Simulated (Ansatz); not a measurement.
# Nudged elastic band run: ClF3H2Hf

input.yaml

```yaml
crystal:
  periodic: [false, false, false]
  atoms:
    - { symbol: Hf, position_ang: [0.210765, 0.0, 0.098606] }
    - { symbol: Cl, position_ang: [0.536991, 0.0, 2.453097] }
    - { symbol: F, position_ang: [1.941033, 0.0, -0.720198] }
    - { symbol: F, position_ang: [-0.681367, 1.584078, -0.51931] }
    - { symbol: F, position_ang: [-0.681367, -1.584078, -0.51931] }
    - { symbol: H, position_ang: [-2.696667, 0.0, 0.898823] }
    - { symbol: H, position_ang: [-2.361388, 0.0, 1.588692] }
basis:
  gaussian: { orbitals: def2-SVP }
hamiltonian:
  xc: blyp
  dispersion: d4
neb:
  order_check: false
  images: 7
  f_tol: 0.03
  max_iterations: 60
  final_atoms:
    - { symbol: Hf, position_ang: [-0.42298604, 0.0, -0.55884969] }
    - { symbol: Cl, position_ang: [-0.2487843, 0.0, 3.46668173] }
    - { symbol: F, position_ang: [1.36545481, 0.0, 0.12769476] }
    - { symbol: F, position_ang: [-0.81071484, 1.586206, -1.56038518] }
    - { symbol: F, position_ang: [-0.81071484, -1.586206, -1.56038518] }
    - { symbol: H, position_ang: [-1.64517051, 0.0, 0.84696476] }
    - { symbol: H, position_ang: [-1.15908427, 0.0, 2.51867878] }
  initial_path:
    images:
      - { positions_ang: [[0.210765, 0.0, 0.098606], [0.536991, 0.0, 2.453097], [1.941033, 0.0, -0.720198], [-0.681367, 1.584078, -0.51931], [-0.681367, -1.584078, -0.51931], [-2.696667, 0.0, 0.898823], [-2.361388, 0.0, 1.588692]] }
      - { positions_ang: [[0.15705687, 0.0, 0.07280765], [0.40792357, 0.0, 2.55614914], [1.92009183, 0.0, -0.71014584], [-0.74660707, 1.5919835, -0.55343443], [-0.74660707, -1.5919835, -0.55343443], [-2.53210931, 0.0, 0.84684471], [-2.19174882, 0.0, 1.6216132]] }
      - { positions_ang: [[0.10334873, 0.0, 0.04700931], [0.27885614, 0.0, 2.65920128], [1.89915065, 0.0, -0.70009367], [-0.81184713, 1.599889, -0.58755886], [-0.81184713, -1.599889, -0.58755886], [-2.36755163, 0.0, 0.79486642], [-2.02210963, 0.0, 1.6545344]] }
      - { positions_ang: [[0.0496406, 0.0, 0.02121096], [0.14978871, 0.0, 2.76225342], [1.87820948, 0.0, -0.69004151], [-0.8770872, 1.6077945, -0.6216833], [-0.8770872, -1.6077945, -0.6216833], [-2.20299394, 0.0, 0.74288813], [-1.85247045, 0.0, 1.6874556]] }
      - { positions_ang: [[-0.00406753, 0.0, -0.00458739], [0.02072128, 0.0, 2.86530556], [1.8572683, 0.0, -0.67998934], [-0.94232726, 1.6157, -0.65580773], [-0.94232726, -1.6157, -0.65580773], [-2.03843626, 0.0, 0.69090984], [-1.68283126, 0.0, 1.7203768]] }
      - { positions_ang: [[-0.10879716, 0.0, -0.14315296], [-0.04665512, 0.0, 3.0156496], [1.73431493, 0.0, -0.47806832], [-0.90942416, 1.6083265, -0.88195209], [-0.90942416, -1.6083265, -0.88195209], [-1.94011982, 0.0, 0.72992357], [-1.55189452, 0.0, 1.9199523]] }
      - { positions_ang: [[-0.21352679, 0.0, -0.28171854], [-0.11403151, 0.0, 3.16599365], [1.61136155, 0.0, -0.27614729], [-0.87652105, 1.600953, -1.10809645], [-0.87652105, -1.600953, -1.10809645], [-1.84180338, 0.0, 0.7689373], [-1.42095777, 0.0, 2.11952779]] }
      - { positions_ang: [[-0.31825641, 0.0, -0.42028411], [-0.18140791, 0.0, 3.31633769], [1.48840818, 0.0, -0.07422626], [-0.84361795, 1.5935795, -1.33424082], [-0.84361795, -1.5935795, -1.33424082], [-1.74348695, 0.0, 0.80795103], [-1.29002102, 0.0, 2.31910329]] }
      - { positions_ang: [[-0.42298604, 0.0, -0.55884969], [-0.2487843, 0.0, 3.46668173], [1.36545481, 0.0, 0.12769476], [-0.81071484, 1.586206, -1.56038518], [-0.81071484, -1.586206, -1.56038518], [-1.64517051, 0.0, 0.84696476], [-1.15908427, 0.0, 2.51867878]] }
```

Command:

```bash
$ ansatz run input.yaml --threads 2 --pin off --max-ram 3072MiB --backend cpu --events-out ev --progress --plain --runs-dir out
```

Output, in part (warnings, iteration lines, the closing report on the highest movable image, with atoms numbered from 0):

```
NEB end point (image 0): max|allowed force component| = 1.156e-2 eV/Å (the criterion of neb.relax_end_points is 1.000e-2)
NEB end point (image 8): max|allowed force component| = 1.414e-2 eV/Å (the criterion of neb.relax_end_points is 1.000e-2)
NEB iter   1: max|band force component| = 4.468e0 eV/Å  barrier→ = 2.9595 eV  barrier← = 1.0749 eV  Δτ_max = 0.2000 Å  (284 SCF iters)
NEB iter   2: max|band force component| = 3.142e0 eV/Å  barrier→ = 2.2489 eV  barrier← = 0.3643 eV  Δτ_max = 0.1986 Å  (256 SCF iters)
NEB iter   3: max|band force component| = 3.156e0 eV/Å  barrier→ = 1.9770 eV  barrier← = 0.0925 eV  Δτ_max = 0.0992 Å  (254 SCF iters)
NEB iter   4: max|band force component| = 1.140e0 eV/Å  barrier→ = 1.9299 eV  barrier← = 0.0453 eV  Δτ_max = 0.1979 Å  (235 SCF iters)
NEB iter   5: max|band force component| = 1.191e0 eV/Å  barrier→ = 1.9357 eV  barrier← = 0.0511 eV  Δτ_max = 0.1019 Å  (249 SCF iters)
NEB iter   6: max|band force component| = 6.184e-1 eV/Å  barrier→ = 1.9187 eV  barrier← = 0.0341 eV  Δτ_max = 0.1013 Å  (240 SCF iters)
NEB iter   7: max|band force component| = 5.427e-1 eV/Å  barrier→ = 1.9082 eV  barrier← = 0.0236 eV  Δτ_max = 0.0500 Å  (238 SCF iters)
NEB iter   8: max|band force component| = 2.071e-1 eV/Å  barrier→ = 1.9011 eV  barrier← = 0.0165 eV  CI = image 7  Δτ_max = 0.1007 Å  (221 SCF iters)
NEB iter   9: max|band force component| = 1.569e-1 eV/Å  barrier→ = 1.9088 eV  barrier← = 0.0242 eV  CI = image 7  Δτ_max = 0.0982 Å  (222 SCF iters)
NEB iter  10: max|band force component| = 1.764e-1 eV/Å  barrier→ = 1.9073 eV  barrier← = 0.0227 eV  CI = image 7  Δτ_max = 0.0501 Å  (223 SCF iters)
NEB iter  11: max|band force component| = 1.637e-1 eV/Å  barrier→ = 1.9100 eV  barrier← = 0.0254 eV  CI = image 7  Δτ_max = 0.0507 Å  (223 SCF iters)
NEB iter  12: max|band force component| = 1.782e-1 eV/Å  barrier→ = 1.9115 eV  barrier← = 0.0270 eV  CI = image 7  Δτ_max = 0.0250 Å  (221 SCF iters)
NEB iter  13: max|band force component| = 1.373e-1 eV/Å  barrier→ = 1.9105 eV  barrier← = 0.0259 eV  CI = image 7  Δτ_max = 0.0240 Å  (227 SCF iters)
NEB iter  14: max|band force component| = 3.068e-2 eV/Å  barrier→ = 1.9098 eV  barrier← = 0.0252 eV  CI = image 7  Δτ_max = 0.0155 Å  (226 SCF iters)
NEB iter  15: max|band force component| = 2.225e-2 eV/Å  barrier→ = 1.9097 eV  barrier← = 0.0251 eV  CI = image 7  Δτ_max = 0.0000 Å  (597 SCF iters)
Total energy: -22007.91418200 eV, -808.7759286884 hartree
Atom 0 at    -0.434547    -0.000000    -0.337488 Å, force     0.016477    -0.000000    -0.000722 eV/Å
Atom 1 at    -0.088084     0.000000     3.036968 Å, force    -0.007003    -0.000000    -0.005953 eV/Å
Atom 2 at     1.423856    -0.000000     0.152311 Å, force    -0.013935     0.000000    -0.001013 eV/Å
Atom 3 at    -0.796142     1.556558    -1.385739 Å, force     0.000555     0.003156    -0.001047 eV/Å
Atom 4 at    -0.796142    -1.556558    -1.385739 Å, force     0.000555    -0.003156    -0.001047 eV/Å
Atom 5 at    -1.845150     0.000000     0.919163 Å, force    -0.006244     0.000000     0.005719 eV/Å
Atom 6 at    -1.195790    -0.000000     2.280923 Å, force     0.009593     0.000000     0.004063 eV/Å
Dipole moment:    -0.175925     0.000000     0.003065 e Å
```

It converged. A vibrational analysis at the climbing image gives 2 clearly imaginary modes (69i, 65i cm⁻¹): a point of higher order, so a lower path passes nearby. The orbitals stay closed-shell, which can raise the energy where a bond breaks towards radicals; this wasn't checked here.

Final band (atoms are numbered from 1 in the order of the input):

```csv
image,path coordinate (Å),energy (eV),Hf1–Cl2 (Å),H6–H7 (Å),Hf1–H6 (Å)
0,0.00,0.00,2.38,0.77,3.02
1,0.40,0.02,2.39,0.77,2.76
2,0.80,0.14,2.41,0.77,2.57
3,1.20,0.41,2.46,0.78,2.38
4,1.60,0.88,2.56,0.82,2.19
5,2.00,1.48,2.76,0.96,2.03
6,2.39,1.84,3.03,1.26,1.93
7,2.79,1.91,3.39,1.51,1.89
8,3.45,1.88,4.03,1.74,1.86
```

Run time: 4 min on 2 threads of Arm Neoverse V2 (shared host), peak memory 0.2 GiB.
